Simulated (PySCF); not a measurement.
CH3Be, SMILES [Be+][CH3], charge +1.

Geometry: B3LYP-D3(BJ)/def2-TZVPD. The spin state was assumed, not searched. The isomer is the one that the SMILES or the coordinates give; other isomers of the formula were not compared.

Method: PBE0/def2-TZVPD run with PySCF.

Symmetry labels are those of the subgroup Cs that the program uses (full group C3v).

Computed valence orbital energies around the gap with their symmetry:
```csv
orbital,symmetry,energy (eV)
HOMO−5,A',-283.62
HOMO−4,A',-120.70
HOMO−3,A',-25.02
HOMO−2,A",-16.99
HOMO−1,A',-16.99
HOMO,A',-15.40
LUMO,A',-9.84
LUMO+1,A",-7.03
LUMO+2,A',-7.03
LUMO+3,A',-3.71
```
